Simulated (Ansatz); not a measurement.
Basis-set extrapolation for C₃H₇FOSi (`FC1([SiH3])COC1`) (PBE0-D4/def2-TZVP geometry, frozen core, the Gaussian-basis code of Ansatz). Multiplicity 1, RHF reference.

```tsv
	def2-TZVPP	def2-QZVPP
HF	-580.982271	-581.004202
MP2 correlation	-1.103620	-1.187787
CCSD(T) correlation	-1.193415	not run
```

Energies in hartree. Use E(X) = E(∞) + A·exp(−7.88·√X) for Hartree–Fock and E(X) = E(∞) + B·X^(−2.97) for correlation, with X = 3 and 4, and add CCSD(T) minus MP2 of the smaller set to the MP2 limit.

**Question.** What is the CCSD(T) energy at the basis-set limit?

**Answer.** HF limit: -581.004202 + (-0.021931) × 0.13774 = -581.00722. MP2 limit: -1.187787 + (-0.084167) × 0.74074 = -1.25013. Higher-order term: -1.193415 − (-1.103620) = -0.08979. Total: -582.34714 hartree, 107.6 kcal/mol below CCSD(T)/def2-TZVPP.
